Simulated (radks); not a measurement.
The praseodymium ion Pr5+, 54 electrons, occupied as [Xe] (the NIST ground configuration). All-electron calculation, scalar-relativistic Kohn-Sham, PBE, spin-polarised, spherical densities, point nucleus. Program: a radial shooting solver on a logarithmic mesh with Libxc functionals.

Unscreened Slater integrals over Kohn-Sham orbitals (hartree). They are taken over the spin-up orbitals.

| integral | value |
|---|---|
| F0(5p,5p) | 0.58103 |
| F2(5p,5p) | 0.31666 |
| F0(5p,5s) | 0.61052 |
| G1(5p,5s) | 0.41503 |
| F0(5p,4d) | 0.71694 |
| F2(5p,4d) | 0.21895 |
| G1(5p,4d) | 0.062756 |
| G3(5p,4d) | 0.061976 |
| F0(5p,4p) | 0.72514 |
| F2(5p,4p) | 0.20306 |
| G0(5p,4p) | 0.040863 |
| G2(5p,4p) | 0.053245 |
| F0(5s,5s) | 0.64689 |
| F0(5s,4d) | 0.78436 |
| G2(5s,4d) | 0.088430 |
| F0(5s,4p) | 0.79459 |
| G1(5s,4p) | 0.063494 |
| F0(4d,4d) | 1.2694 |
| F2(4d,4d) | 0.64797 |
| F4(4d,4d) | 0.43451 |
| F0(4d,4p) | 1.3197 |
| F2(4d,4p) | 0.67883 |
| G1(4d,4p) | 0.86265 |
| G3(4d,4p) | 0.54072 |
| F0(4p,4p) | 1.3778 |
| F2(4p,4p) | 0.72403 |
